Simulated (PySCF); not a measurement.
# CsC, CCSD(T): how much the basis matters

PySCF, UHF reference; quartet, unpaired electrons σ ↑, π ↑↑; De to Cs + C without counterpoise correction. Frozen cores follow the default of each basis and core potential.

| basis | relativity | functions | Re (Å) | ωe (cm⁻¹) | De (eV) | frozen orbitals |
| --- | --- | --- | --- | --- | --- | --- |
| def2-SVPD | scalar-relativistic core potentials | 47 | 2.874 | 310 | 1.93 | 1 |
| def2-TZVP | scalar-relativistic core potentials | 60 | 2.793 | 297 | 2.03 | 1 |
| x2c-TZVPPall | spin-free X2C | 116 | 2.710 | 306 | 2.21 | 19 |

Task: How does each smaller set differ from the one with most functions, x2c-TZVPPall?

Result: def2-SVPD: +16.4 pm, +1.3 % in ωe, -0.28 eV in De; def2-TZVP: +8.3 pm, -2.9 % in ωe, -0.18 eV in De. All at CCSD(T); the set with most functions is neither the basis-set limit nor always the best. The rows treat relativity differently, so the differences are not basis effects alone.

Correlated steps freeze the inner cores (1 to 19 orbitals); shallow outer-core shells are correlated. Correlated levels converge slowly with the basis: in double zeta they bind strong bonds too weakly, by up to about 1 eV, and carry superposition errors of some tenths. These are scalar-relativistic numbers at best; spin–orbit coupling would shift them, the dissociation energy most. The state is the lowest determinant that a PBE0 search found; another state may lie lower at other levels.
